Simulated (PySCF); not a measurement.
A series of related molecules.

All values: B3LYP/def2-SVPD (PySCF) at GFN2-xTB geometries, gas phase, one conformer each. Core orbitals are frozen in the response; Δα² is half the sum of the squared differences of the principal polarisabilities.

(1) Rank by HOMO–LUMO gap, lowest first.
A. `[H]/N=C\[SiH2]C=O`
B. `O=C[SiH2]S`
C. `O=C[SiH3]`

(2) Rank by dipole moment, highest first.
A. `[O:1]=[CH:2][SiH2:3][C:4]([Cl:5])([Cl:6])[Cl:7]` with O1–C2–Si3–C4 -173°
B. `[O:1]=[CH:2][SiH2:3][SH:4]` with O1–C2–Si3–S4 0°, C2–Si3–S4–H 0°
C. `[CH3:1][O:2][CH2:3][SiH2:4][CH:5]=[O:6]` with C1–O2–C3–Si4 180°, O2–C3–Si4–C5 180°, C3–Si4–C5–O6 0°
D. `O=C[SiH3]`
E. `[O:1]=[CH:2][SiH2:3][c:4]1[cH:5][cH:6][cH:7][s:8]1` with O1–C2–Si3–C4 125°, C2–Si3–C4–C5 -18°
F. `[NH2:1][CH2:2][SiH2:3][CH:4]=[O:5]` with H–N1–C2–Si3 173° and -68°, N1–C2–Si3–C4 -56°, C2–Si3–C4–O5 -139°

Results:

(1) A (4.63 eV), C (4.89 eV), B (5.03 eV).

(2) F (4.06 D), E (2.81 D), B (2.56 D), D (2.38 D), C (1.36 D), A (1.11 D).

All values together:

```tsv
SMILES	formula	μ (D)	HOMO (eV)	LUMO (eV)	α (Å³)	Δα (Å³)	electrons	α per electron (Å³)
O=C[SiH3]	CH4OSi	2.38	-6.97	-2.07	6.61	2.08	32	0.207
O=C[SiH2]S	CH4OSSi	2.56	-7.28	-2.25	9.44	2.96	48	0.197
NC[SiH2]C=O	C2H7NOSi	4.06	-6.48	-1.68	9.64	2.71	48	0.201
COC[SiH2]C=O	C3H8O2Si	1.36	-6.83	-1.83	10.93	3.80	56	0.195
[H]/N=C\[SiH2]C=O	C2H5NOSi	2.13	-6.91	-2.29	9.57	3.43	46	0.208
O=C[SiH2]C(Cl)(Cl)Cl	C2H3Cl3OSi	1.11	-7.31	-2.34	14.25	2.72	88	0.162
O=C[SiH2]c1cccs1	C5H6OSSi	2.81	-6.92	-1.96	15.52	7.51	74	0.210
```

Conformers: `[O:1]=[CH:2][SiH2:3][SH:4]` with O1–C2–Si3–S4 0°, C2–Si3–S4–H 0°; `[NH2:1][CH2:2][SiH2:3][CH:4]=[O:5]` with H–N1–C2–Si3 173° and -68°, N1–C2–Si3–C4 -56°, C2–Si3–C4–O5 -139°; `[CH3:1][O:2][CH2:3][SiH2:4][CH:5]=[O:6]` with C1–O2–C3–Si4 180°, O2–C3–Si4–C5 180°, C3–Si4–C5–O6 0°; `[H]/[N:1]=[CH:2]\[SiH2:3][CH:4]=[O:5]` with N1–C2–Si3–C4 -119°, C2–Si3–C4–O5 118°; `[O:1]=[CH:2][SiH2:3][C:4]([Cl:5])([Cl:6])[Cl:7]` with O1–C2–Si3–C4 -173°; `[O:1]=[CH:2][SiH2:3][c:4]1[cH:5][cH:6][cH:7][s:8]1` with O1–C2–Si3–C4 125°, C2–Si3–C4–C5 -18°.

Question: How closely does the mean polarisability follow the number of electrons in this set?

Answer: The correlation coefficient is 0.94; α per electron runs from 0.162 to 0.210 Å³.
